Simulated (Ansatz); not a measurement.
System: C₂H₆Mg, charge 0, singlet. C2H6Mg (SMILES [CH3][Mg][CH3]).
B3LYP-D3(BJ)/def2-TZVP minimum from Ansatz (a quantum-chemistry and plane-wave program):
```
Mg
C 1 2.0933
H 2 1.0942 1 111.79
H 2 1.0942 3 107.06 1 122.73
H 2 1.0942 3 107.06 4 114.53
C 1 2.0933 4 157.88 2 180.00
H 6 1.0942 1 111.79 4 -66.30
H 6 1.0942 7 107.06 1 -122.73
H 6 1.0942 7 107.06 8 -114.53
```
Charge 0, spin multiplicity 1.

Atomisation energy term by term, kcal/mol (programs: Ansatz). Open shells are spin-unrestricted; no spin-orbit coupling. Correlated methods leave the cores frozen. No relativity. CBS(X,Y): correlation extrapolated as X^-3, Hartree-Fock from the larger set. A bracket is a step between two methods taken in the basis named. For partners of very few electrons the exact lower level stands in for a higher one.

```csv
term,basis,kcal/mol
Hartree-Fock,def2-QZVPP,535.86
CCSD correlation,"CBS(def2-TZVPP,def2-QZVPP)",162.76
(T),"CBS(def2-TZVPP,def2-QZVPP)",8.85
CCSDT(Q) - CCSD(T),def2-SVP,0.49
sum: De,,708.0
```
